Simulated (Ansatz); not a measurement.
`[SiH3][GeH3]` and `O[SiH2][GeH3]` differ in one atom or group.

Ansatz, PBE0-D4/def2-TZVP geometries, multiplicity 1. Each molecule was computed in one conformer, which needn't be the lowest.

Scalar relativity is left out up to krypton.

| property | `[SiH3][GeH3]` |
| --- | --- |
| LUMO energy (ωB97M-V/def2-TZVPP) / eV | 1.94 |
| LUMO energy (B3LYP/def2-TZVPP) / eV | 0.09 |
| HOMO–LUMO gap (PBE/def2-TZVPP) / eV | 6.73 |
| HOMO energy (PBE/def2-TZVPP) / eV | -7.20 |
| LUMO energy (PBE0/def2-TZVPP) / eV | 0.36 |
| LUMO energy (PBE/def2-TZVPP) / eV | -0.47 |

Problem. What does the change do to each property? (Estimate.)

Solution. Computed: 
```tsv
property	`O[SiH2][GeH3]`	shift
LUMO energy (ωB97M-V/def2-TZVPP) / eV	1.35	-0.59
LUMO energy (B3LYP/def2-TZVPP) / eV	-0.54	-0.63
HOMO–LUMO gap (PBE/def2-TZVPP) / eV	5.78	-0.95
HOMO energy (PBE/def2-TZVPP) / eV	-6.93	0.27
LUMO energy (PBE0/def2-TZVPP) / eV	-0.31	-0.67
LUMO energy (PBE/def2-TZVPP) / eV	-1.15	-0.68
```

With PBE0 the HOMO rises by 0.22 eV and the LUMO falls by 0.67 eV, so the gap narrows by about 0.89 eV. PBE moves the HOMO by 0.27 eV and ωB97M-V by 0.21 eV. The zero-point energy changes by 17.5 kJ/mol with +3 modes.

B3LYP here is the variant with VWN-RPA as its local correlation; programs differ in this.
